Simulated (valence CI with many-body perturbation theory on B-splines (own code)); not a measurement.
Results of a calculation; reference values are marked as such.
## Sensitivity of CI+MBPT for Gd31+

Method: relativistic CI+MBPT: five valence electrons over a frozen Dirac-Fock core [Ar] 3d10, a basis of 6 s, 6 p, 5 d, 3 f, 1 g functions for each j, with the one-electron correlation potential Σ1 (screened to all orders), the two-electron term Σ2, the three-electron term Σ3, Breit, model QED; selected single and double excitations, second order for the rest, scaled by the run's own slope (own B-spline code, finite nucleus).

No measured spectrum was set against this ion. As an estimate, large intervals hold to a few tenths of a per cent, small ones and those within an open d or f shell to about a per cent. Among the levels kept, up to 410 cm⁻¹ of a level comes from second order outside the variational space, and about a tenth of that is noise between levels of different J, which matters for small intervals.

The reference run has the lowest level (4s^2 4p1/2^2 4p3/2) J=3/2 and an ionisation energy of 1234.65 eV. Its largest variational space holds 9998 state functions.

Levels are named by their leading jj configuration (3d3/2^4 stands for four electrons in 3d with j = 3/2), which in mixed levels can hold well under half, so a name can repeat and another be missing. Letters in brackets count levels of one name in rising energy.

Changed runs:
A. screening of Σ1 on → off
B. QED terms on → off; orbitals per symmetry with explicit Σ2 and valence Breit (the others get mean screening factors) 5 → 3
C. core polarisation of operators on → off
D. scale of Σ2 1 → 3 (bad on purpose)

Excitation energies of the reference run in cm⁻¹, and shifts in cm⁻¹:

```csv
Level,Reference,A,B,C,D
(4s^2 4p1/2 4p3/2^2) J=3/2,309757,+90,-499,0,+2843
(4s^2 4p1/2 4p3/2^2) J=5/2,344993,+90,-491,0,+1733
(4s^2 4p1/2 4p3/2^2) J=1/2,389282,+91,-470,0,+243
(4s^2 4p3/2^3) J=3/2,704656,+181,-950,0,+3166
(4s 4p1/2^2 4p3/2^2) J=5/2,888518,+89,+4404,0,+4421
(4s^2 4p1/2^2 4d3/2) J=3/2,937356,+10,+1891,0,+109
(4s 4p1/2^2 4p3/2^2) J=1/2,994574,+98,+4517,0,-1368
(4s 4p1/2^2 4p3/2^2) J=3/2,1027900,+62,+3309,0,-6299
(4s^2 4p1/2^2 4d5/2) J=5/2,1080300,+13,+778,0,-6667
(4s 4p1/2 4p3/2^3) J=3/2 [a],1218560,+161,+3397,0,+6230
(4s^2 4p1/2 4p3/2 4d3/2) J=5/2 [a],1252590,+115,+1863,0,+3566
(4s^2 4p1/2 4p3/2 4d3/2) J=3/2 [a],1258200,+85,+951,0,+2058
Ionisation energy (eV),1234.65,+0.07,+0.05,0,+0.29
```

No effect on these energies: C.
